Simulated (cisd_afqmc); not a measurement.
Input (AFQMC/CISD/def2-QZVPP; cisd_afqmc is a phaseless AFQMC code with CISD trial states that reads the integrals written by Ansatz): A basis named .json is the Basis Set Exchange file of that set.

Ansatz 0.2 input:
```python
import cisd_afqmc

open("ham.yaml", "w").write("""\
crystal:
  periodic: [false, false, false]
  atoms:
    - {symbol: V, position_ang: [0.00000000, 0.00000000, 0.00000000]}
basis:
  gaussian:
    orbitals: def2-QZVPP.json
magnetization: {spin_polarized: true, initial_magnetization: 3}
correlation: {method: ccsd, electrons: outside_noble_gas, hamiltonian_folder: ham}
scf: {lower_state_search: full}
""")
rep = cisd_afqmc.ansatz("ham.yaml")
e_ccsd = rep["correlation"]["coupled_cluster"]["energy"]["hartree"]
out = cisd_afqmc.run("ham", e_ccsd, trial="CISD", walkers=100, populations=8, threads=8, dt=0.005, steps=40, early=36, settle=10, least=32,
    cut=5e-5, rank_cut=2e-4, target=0.0004, seconds=1500, seed=1, memory=12960, gpu=False)
```

Output:

```
orbitals 84, occupied [4, 1], factors 467 of 604, rank of the doubles 206 of 403
E(HF) = -942.892566
E(CCSD) on the cut factors = -942.968409, shift to the whole factors 0.000002
Energy of the trial state on the determinant = -942.968421
  tau behind 10.8 of longer steps, mean of the populations' last blocks
   2.0  -942.97201
   4.0  -942.97162
   6.0  -942.97090
   8.0  -942.97179
blocks 264 (3 outliers left out), error by blocks joined: 1: 0.00007, 2: 0.00009, 4: 0.00010, 8: 0.00012, 16: 0.00009
E(AFQMC/CISD) = -942.97159 +/- 0.00012
```
